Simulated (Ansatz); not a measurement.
Species: ClF₂Si, SMILES `F[Si](F)Cl` (charge 0, multiplicity 2).

**Question.** Give a relaxed geometry from r2SCAN-D4/def2-TZVP in Ansatz (a first-principles code).

**Answer.** the end point of this relaxation (outside a Z-matrix the atoms follow the SMILES, hydrogens last).
Bonds (Å): F1–Si2 1.587, Si2–F3 1.587, Si2–Cl4 2.039. Angles (°): F1–Si2–F3 106.8, F1–Si2–Cl4 108.9, F3–Si2–Cl4 108.9.
